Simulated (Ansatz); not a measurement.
doublet Li: levels of theory in one basis

A single Li atom.

Basis set: def2-SVP (spherical functions). All electrons are correlated. Correlation on ROHF uses semicanonical orbitals with singles. Charge 0, multiplicity 2.

Computed with Ansatz (development build ahead of 0.2.0); each method stands on the lowest determinant of its kind that the runs found.

```
                            method  E − E(ROHF) (eV)  <S²> of the determinant
                              ROHF              0.00                     0.75
                          ROHF-MP2             -0.07                        –
                         ROHF-CCSD             -0.08                        –
                      ROHF-CCSD(T)             -0.08                        –
full CI (lowest root of this spin)             -0.08                        –
```

Question: Is a single determinant a sound starting point here?

Answer: By this sign, yes. Unrestricted orbitals gain 0.00 eV and <S²> is 0.75 against 0.75 for a pure state.
